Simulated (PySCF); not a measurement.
A structure optimised at PBE-D3(BJ)/def2-SVP, used in a PySCF frequency run:

```
O
C 1 1.4205
H 2 1.1078 1 108.12
H 2 1.1118 3 108.55 1 121.05
H 2 1.1124 3 108.49 4 117.83
Si 1 1.6398 2 124.81 3 -173.77
F 6 1.6191 1 106.56 2 171.72
O 6 1.6520 7 111.27 1 -119.69
H 8 0.9730 6 116.24 7 -72.49
Cl 6 2.0675 7 107.19 1 119.54
```

### Question
Write its SMILES and formula.

### Answer
CO[Si](O)(F)Cl, CH4ClFO2Si

### Question
What are its rotational constants (standard atomic weights)?

### Answer
2.4620, 2.0017, 1.5705 GHz
